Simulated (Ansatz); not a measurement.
CH₆N₂SeSi (`NC1N[SiH2][Se]1`). Charge 0, multiplicity 1. All single points use the PBE0-D4/def2-TZVP geometry. It is one conformer, not always the lowest.

```xyz
11

N     0.455    1.845    0.049
C     0.521    0.518   -0.397
N    -0.763   -0.119   -0.416
Si   -0.571   -1.642    0.358
Se    1.504   -0.882    0.806
H     1.342    2.328    0.012
H     0.044    1.921    0.970
H     1.075    0.478   -1.339
H    -1.467    0.280   -1.017
H    -1.492   -1.887    1.500
H    -0.647   -2.838   -0.526
```

Question: What is the dipole moment at r2SCAN/def2-TZVPP? (An estimate is asked.)

Answer: Computed: 2.21 D, with components (-0.94, 1.81, -0.86) D in this frame, pointing from negative to positive charge.

Question: And with PBE, B3LYP, ωB97M-V? (Best estimate.)

Answer: Ansatz gave: PBE 2.15 D, B3LYP 1.98 D, ωB97M-V 1.92 D.

Question: Give the Mulliken charges with r2SCAN, ωB97M-V, B3LYP in def2-TZVPP. (Estimate.)

Answer: The calculation gave: 
```json
{"atom": "N1", "r2SCAN": "-0.30", "ωB97M-V": "-0.24", "B3LYP": "-0.28"}
{"atom": "C2", "r2SCAN": "0.21", "ωB97M-V": "0.07", "B3LYP": "0.12"}
{"atom": "N3", "r2SCAN": "-0.40", "ωB97M-V": "-0.32", "B3LYP": "-0.35"}
{"atom": "Si4", "r2SCAN": "0.43", "ωB97M-V": "0.31", "B3LYP": "0.39"}
{"atom": "Se5", "r2SCAN": "-0.28", "ωB97M-V": "-0.23", "B3LYP": "-0.25"}
{"atom": "H6", "r2SCAN": "0.15", "ωB97M-V": "0.12", "B3LYP": "0.14"}
{"atom": "H7", "r2SCAN": "0.16", "ωB97M-V": "0.13", "B3LYP": "0.15"}
{"atom": "H8", "r2SCAN": "0.09", "ωB97M-V": "0.16", "B3LYP": "0.13"}
{"atom": "H9", "r2SCAN": "0.13", "ωB97M-V": "0.09", "B3LYP": "0.11"}
{"atom": "H10", "r2SCAN": "-0.09", "ωB97M-V": "-0.04", "B3LYP": "-0.08"}
{"atom": "H11", "r2SCAN": "-0.09", "ωB97M-V": "-0.04", "B3LYP": "-0.08"}
```

B3LYP here is the variant with VWN-RPA as its local correlation; programs differ in this.
